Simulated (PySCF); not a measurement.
C⁻ (carbon, charge -1) across methods

[He] 2s2 2p3, high-spin 4S determinant. Computed with PySCF 2.14 in dyall-av3z, with scalar relativity by spin-free X2C-1e.

| method | E (hartree) | mean ε 2s α (eV) | mean ε 2s β (eV) | mean ε 2p α (eV) | Σ⟨r²⟩ (bohr²) | ⟨S²⟩ |
| --- | --- | --- | --- | --- | --- | --- |
| BLYP | -37.9155 | -6.119 | -3.398 | 1.918 | 33.91 | 3.754 |
| PBE | -37.8731 | -6.331 | -3.218 | 1.761 | 33.09 | 3.753 |
| PBE0 | -37.8749 | -8.312 | -4.131 | 0.840 | 30.05 | 3.753 |
| UHF | -37.72514 | -14.314 | -5.809 | -2.122 | 26.17 | 3.757 |
| B3LYP | -37.9279 | -7.803 | -4.213 | 1.077 | 30.97 | 3.754 |
| r2SCAN | -37.9053 | -7.164 | -2.887 | 1.632 | 30.46 | 3.755 |
| B97-3 | -37.9092 | -8.253 | -4.137 | 0.967 | 28.69 | 3.758 |
| MN15 | -37.9162 | -8.748 | -5.090 | 0.247 | 31.28 | 3.752 |
| LDA | -37.5519 | -6.177 | -3.204 | 1.673 | 32.76 | 3.754 |

The highest occupied level is positive at BLYP, PBE, PBE0, B3LYP, r2SCAN, B97-3, MN15, LDA: only the finite basis holds that electron, which in a density functional comes from self-interaction.
